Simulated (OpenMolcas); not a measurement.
# F3+: the spin-orbit constant, Slater's ratio, worked from levels

```
Program             : OpenMolcas 26.06
Basis               : ANO-RCC-VQZP [5s4p3d2f1g]
Scalar Hamiltonian  : DKH2, point nucleus
Active space        : 2 electrons in 9 orbitals (RAS2 2p; RAS3 3s 3d, at most 1 electron)
State averaging     : 2S+1 = 3 even, 3 roots; 2S+1 = 1 even, 6 roots
Spin-orbit coupling : RASSI with atomic mean-field integrals over the reference wave functions, term energies averaged over their components
```

Methods: RASSCF; SS-RASPT2, IPEA 0.25 Eh, imaginary shift 0.1 Eh (closed shells correlated: 1s 2s). Measured levels: Moore, Atomic Energy Levels, vol. I, NSRDS-NBS 35 (1971 reprint of NBS Circular 467, 1949).

**The spin-orbit constant.** For the Hund term 3P of p2, E(J) = (A/2) J(J+1) + constant and ζ = 2S·A = 2A. From J = 0 to J = 2 the energy changes by 3 A.

```
   Source  E(2) - E(0)      A    ζ
   RASSCF        652.9  217.6  435
SS-RASPT2        653.4  217.8  436
 measured        613.4  204.5  409
```

All in cm-1. SS-RASPT2 is off by +6.5 % and RASSCF by +6.4 %. Both methods take the spin-orbit matrix elements from the reference wave functions, so the second can move ζ only through the term energies and any multistate remixing. Second-order mixing with other terms is absorbed into this ζ.

**Slater's ratio.** With one set of orbitals, p2 has 1D - 3P = 6 F2 and 1S - 1D = 9 F2 (F2 = F²/25), a ratio of 3/2. Term energies are centres of gravity, weighted by 2J + 1.

```
   Source  1D - 3P  1S - 3P  F2 from the first  Ratio
   RASSCF    27445    68173               4574  1.484
SS-RASPT2    25242    59567               4207  1.360
 measured    24825    53128               4138  1.140
```

Energies in cm-1. A ratio away from 3/2 shows effects beyond one configuration with one set of orbitals, and in heavier atoms second-order spin-orbit shifts.

CASPT2 breaks the degeneracy within a term, and the mean is taken; among the terms shown or strongly mixed into the levels shown the widest spread is 74 cm-1 (2s2 2p2 1D, SS-RASPT2). With the s shell closed, the reference lacks s² → p² mixing. Computed and measured levels are paired by configuration, term and J; levels that our copy of the source lacks, or whose pairing is in doubt (as where it misses far off the trend of its configuration), stay unpaired and out of the deviations. Levels of configurations outside the active space are missing.
